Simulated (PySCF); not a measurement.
C2H2F2, SMILES F/C=C/F. Heavy atoms are numbered as in [F:1]/[CH:2]=[CH:3]/[F:4]. Hydrogens are named by the atom that carries them.

Geometry: TPSSh-D3(BJ)/def2-SVP.

All values below come from PBE0/pcSseg-2 in PySCF.

GIAO shieldings, no solvent; atoms alike by connectivity are averaged. δ = σ(ref) − σ: ¹⁹F against CFCl3 (σ = 165.8 ppm); ¹³C against TMS (σ = 186.1 ppm); ¹H against TMS (σ = 31.54 ppm), references at their B3LYP-D3(BJ)/def2-TZVP geometries, non-relativistic.

Computed chemical shifts:
| nucleus | atoms | count | δ (ppm) |
|---|---|---|---|
| ¹⁹F | F1 | 2 | -198.6 |
| ¹³C | C2 (CH) | 2 | 160.9 |
| ¹H | H on C2 | 2 | 7.83 |
